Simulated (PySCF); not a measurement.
A structure optimised at PBE0-D3(BJ)/def2-SVP, used in a PySCF frequency run:

```xyz
5

F      0.0000     1.0711    -1.4352
C      0.0000     0.0000    -0.6639
F      0.0000    -1.0711    -1.4352
Br    -1.5993     0.0000     0.4259
Br     1.5993     0.0000     0.4259
```

### Question
Write its SMILES, formula and point group.

### Answer
FC(F)(Br)Br, CBr2F2, C2v

### Question
What are its rotational constants (standard atomic weights)?

### Answer
3.2397, 1.1172, 0.96969 GHz
